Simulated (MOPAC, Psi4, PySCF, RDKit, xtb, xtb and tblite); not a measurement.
Two geometries of SMILES [GeH3][CH2]Br, relaxed at GFN2-xTB with one dihedral held; other torsions can differ between them too.

Structure A

```
8

Ge    -1.0022     0.1515    -0.0632
C      0.9306    -0.3031    -0.0837
Br     1.9559     1.2041    -0.7749
H     -1.2327     1.4262    -0.7977
H     -1.7902    -0.9507    -0.6917
H     -1.4591     0.3204     1.3485
H      1.1546    -1.1460    -0.7345
H      1.3227    -0.5139     0.9088
```

Structure B

```
8

Ge    -0.9783     0.1256    -0.0650
C      0.9383    -0.3465    -0.0651
Br     1.8983     1.2275     0.5648
H     -1.1520     1.4231    -0.7766
H     -1.7839    -0.9460    -0.7274
H     -1.4244     0.2904     1.3483
H      1.3308    -0.5765    -1.0534
H      1.1869    -1.1605     0.6120
```

### Question
Which is lower in energy at the level DF-MP2 (frozen core)/cc-pVTZ // GFN2-xTB (Psi4), and by how much?

### Answer
B is lower, by 1.63 kcal/mol (dihedral H4–Ge1–C2–Br3: 10° in A, 50° in B).

E(B) − E(A) in kcal/mol at the other levels, on the same two geometries: GFN2-xTB (xtb and tblite) -1.42; B3LYP/def2-TZVP // GFN2-xTB (Psi4) -1.09; B3LYP-D3(BJ)/def2-TZVP // GFN2-xTB (Psi4) -1.17; PBE/def2-TZVP // GFN2-xTB (Psi4) -1.11; PBE-D3(BJ)/def2-TZVP // GFN2-xTB (Psi4) -1.16; wB97X-D/def2-TZVP // GFN2-xTB (Psi4) -1.23; HF/cc-pVTZ // GFN2-xTB (Psi4) -1.36; UFF // GFN2-xTB (RDKit) -0.94; PM6, restricted, heats of formation // GFN2-xTB (MOPAC) -0.05; PM3, restricted, heats of formation // GFN2-xTB (MOPAC) -0.69; GFN1-xTB // GFN2-xTB (xtb) -1.98; restricted B3LYP/6-31G*, spherical d // GFN2-xTB (PySCF) -1.08; restricted BP86/6-31G*, spherical d // GFN2-xTB (PySCF) -1.11; restricted LDA (SVWN5)/6-31G*, spherical d // GFN2-xTB (PySCF) -1.44; restricted B3LYP/3-21G // GFN2-xTB (PySCF) -1.45.
